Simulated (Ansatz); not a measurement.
The lowest singlet and triplet of Cl2Si (SMILES Cl[Si]Cl); geometries from B3LYP-D3(BJ)/def2-TZVP, each state relaxed from the structure named, with no frequency check.
Singlet at the triplet's geometry (charge 0, multiplicity 1):
```xyz
3

Cl    -1.7713    -0.3094     0.0000
Si    -0.0005     0.7486     0.0000
Cl     1.7717    -0.3071     0.0000
```

A positive gap puts the triplet lower; no zero-point energy. R- takes a restricted singlet. The triplet is unrestricted in single-reference levels. Active spaces average the two states.

Frozen-core correlation.

Codes used: Ansatz (Gaussian basis) for Hartree–Fock, density functionals and correlated methods. Values without a source in brackets are computed.

| level | gap E(singlet) − E(triplet), vertical, at the triplet's geometry (kcal/mol) |
|---|---|
| R-HF/cc-pV(T+d)Z | -28.18 |
| R-HF/cc-pV(Q+d)Z | -27.80 |
| R-B3LYP/def2-TZVPP | -47.70 |
| R-PBE0/def2-TZVPP | ? |
| R-B2PLYP/def2-TZVPP | -47.52 |
| R-MP2/cc-pV(Q+d)Z | -46.27 |
| R-SCS-MP2/cc-pV(D+d)Z | -45.95 |
| R-CCSDT(Q)/cc-pV(D+d)Z | -46.65 |
| FIC-MRCISD+Q on SA-CASSCF(2,2)/cc-pV(Q+d)Z | -47.24 |

**Question.** Fill in the missing entries.

**Answer.** 
- R-PBE0/def2-TZVPP, gap E(singlet) − E(triplet), vertical, at the triplet's geometry (kcal/mol): -42.74

Doubts at one or more of the structures used: a restricted determinant that unrestricted orbitals would lower (R-HF/cc-pV(T+d)Z, R-HF/cc-pV(Q+d)Z, R-MP2/cc-pV(Q+d)Z, R-SCS-MP2/cc-pV(D+d)Z, R-CCSDT(Q)/cc-pV(D+d)Z).

Ansatz is an electronic-structure program.
